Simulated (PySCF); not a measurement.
Mg(Cl)(SiH3) (ClH₃MgSi), SMILES [SiH3][Mg][Cl].

Geometry optimised at PBE0-D3(BJ)/def2-TZVP.

Level of theory: PBE0-D3(BJ)/def2-TZVP in PySCF.

Frequencies are harmonic and unscaled.

Modes within 1.5 cm⁻¹ of each other (mostly degenerate sets) share a row, with their intensities summed.

```csv
mode,ν (cm⁻¹),IR (km/mol),Raman (Å⁴/amu),depolarisation,moving atoms (share of kinetic energy)
1–2,87,58.9,2.9,0.75,"Mg 69 %, Cl 15 %, H 9 %"
3,262,1.9,35.6,0.16,"Si 55 %, Cl 37 %"
4–5,395,1.7,0.1,–,"H 86 %, Si 9 %"
6,533,112.4,1.2,0.01,"Mg 71 %, Cl 24 %"
7,842,267.8,24.6,0.04,"H 91 %, Si 9 %"
8–9,939,86.9,18.7,0.75,H 98 %
10,2186,70.8,261.9,0.00,H 99 %
11–12,2197,170.6,302.7,0.75,H 96 %
```
